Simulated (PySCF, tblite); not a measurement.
Isomers of C3H10SSi2, one GFN2-xTB conformer each. Single-point energies are computed at PBE0/pcSseg-1 (PySCF, gas phase, no added dispersion term), electronic only.

| SMILES | GFN2-xTB relative energy (kcal/mol) |
| --- | --- |
| C/C=C/[SiH2]S[SiH3] | 0.0 |
| [SiH3]S[C@H]1CC[SiH2]1 | 16.0 |
| CS[SiH2]/C=C\[SiH3] | 30.8 |

Conformers: `[CH3:1]/[CH:2]=[CH:3]/[SiH2:4][S:5][SiH3:6]` with C2–C3–Si4–S5 137°, C3–Si4–S5–Si6 -60°; `[SiH3:1][S:2][C@H:3]1[CH2:4][CH2:5][SiH2:6]1` with Si1–S2–C3–C4 -70°, S2–C3–C4–C5 144°, C3–C4–C5–Si6 -13°, C4–C5–Si6–C3 11°, S2–C3–Si6–C5 -135°; `[CH3:1][S:2][SiH2:3]/[CH:4]=[CH:5]\[SiH3:6]` with C1–S2–Si3–C4 -60°, S2–Si3–C4–C5 105°.

Problem. What does PBE0/pcSseg-1 give for the same structures?

Solution. 
| SMILES | PBE0/pcSseg-1 E (Eh) | PBE0/pcSseg-1 (kcal/mol) | GFN2-xTB (kcal/mol) | point group |
| --- | --- | --- | --- | --- |
| C/C=C/[SiH2]S[SiH3] | -1096.95036 | 0.0 | 0.0 | C1 |
| CS[SiH2]/C=C\[SiH3] | -1096.91205 | 24.0 | 30.8 | C1 |
| [SiH3]S[C@H]1CC[SiH2]1 | -1096.91144 | 24.4 | 16.0 | C1 |

Both levels put the same isomer lowest; measured from each level's own lowest isomer, the values differ by up to 8.4 kcal/mol ([SiH3]S[C@H]1CC[SiH2]1: 16.0 against 24.4). As drawn, the lowest has a C=C bond outside aromatic rings, which the highest lacks; the highest has a four-membered ring, which the lowest lacks. Neighbours under 2.5 kcal/mol apart (CS[SiH2]/C=C\[SiH3] and [SiH3]S[C@H]1CC[SiH2]1) can change places with a better method, another conformer or zero-point energy.

Problem. Which frontier levels, dipoles and rotational constants go with these structures?

Solution. 
| SMILES | HOMO (eV, PBE0/pcSseg-1) | LUMO (eV) | dipole (D) | A, B, C (MHz) |
| --- | --- | --- | --- | --- |
| C/C=C/[SiH2]S[SiH3] | -7.14 | -0.54 | 2.93 | 2754, 911.1, 738.1 |
| CS[SiH2]/C=C\[SiH3] | -6.76 | -1.31 | 1.81 | 2945, 969.6, 850.2 |
| [SiH3]S[C@H]1CC[SiH2]1 | -6.57 | -0.14 | 1.99 | 2982, 1174, 1089 |

Problem. What happens when harmonic zero-point energies from GFN2-xTB frequencies are added?

Solution. 
```
                SMILES  ZPE (kcal/mol)  electronic (kcal/mol)  with ZPE (kcal/mol)
   C/C=C/[SiH2]S[SiH3]            70.1                    0.0                  0.0
   CS[SiH2]/C=C\[SiH3]            69.2                   24.0                 23.1
[SiH3]S[C@H]1CC[SiH2]1            71.4                   24.4                 25.7
```

The zero-point energies span 2.2 kcal/mol. The order is unchanged.
